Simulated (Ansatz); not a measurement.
`[F][SbH][AlH2]` + H₂S → `[F][SbH][SH]` + `[AlH3]` at 400 K and 1 bar (cleavage of the Sb–Al bond).

Computed with Ansatz on PBE0-D4/def2-TZVP structures; ΔE is electronic, products minus reactants. CCSD(T)/CBS adds triple-zeta CCSD(T) − MP2 to the extrapolated MP2 energy (def2 sets, frozen cores). This one scheme is used for every species. Elements past krypton have def2 core potentials. For Sb outer-core shells are correlated without core-valence functions, which leaves a few kJ/mol of doubt a bond. Each species was taken in one conformer, which may not be the lowest.

| species | CCSD(T)/CBS energy (Eh) | H − E (kJ/mol) | S (J/(mol·K)) |
| --- | --- | --- | --- |
| `[F][SbH][AlH2]` | -583.62706 | 84.4 | 359.3 |
| H₂S | -398.97279 | 53.4 | 215.9 |
| `[F][SbH][SH]` | -738.82400 | 70.8 | 334.1 |
| `[AlH3]` | -243.78045 | 63.6 | 220.9 |

H − E and S are ideal-gas, rigid-rotor, harmonic terms from PBE0-D4/def2-TZVP, for one conformer and one mirror image of each species. 1 Eh = 2625.50 kJ/mol, R = 8.31446 J/(mol·K).

**Question.** By hand: ΔE, ΔH, ΔS and ΔG.

**Answer.** ΔE = (-738.82400) + (-243.78045) − (-583.62706) − (-398.97279) = -0.00460 Eh = -12.1 kJ/mol. Δ(H − E) = 70.8 + 63.6 − 84.4 − 53.4 = -3.4, so ΔH = -15.5 kJ/mol. ΔS = 334.1 + 220.9 − 359.3 − 215.9 = -20.2 J/(mol·K). ΔG = -15.5 − 400 × (-20.2)/1000 = -7.4 kJ/mol.

**Question.** By hand: the equilibrium constant, and the temperature at which ΔG would vanish if ΔH and ΔS stayed fixed.

**Answer.** log₁₀ K = −ΔG/(RT ln 10) = 1.0. ΔG = 0 at ΔH/ΔS = 767 K.

TΔS isn't small against ΔH here. A doubt of 5 kJ/mol in ΔE shifts log₁₀ K by 0.7 here. Other conformers and mirror images would add mixing entropy, several J/(mol·K) or more a flexible species. These are equilibria of isolated gas molecules and say nothing of rates. Largest T1 diagnostic: 0.014 (customary marks: 0.02 for closed shells, 0.045 for open ones).
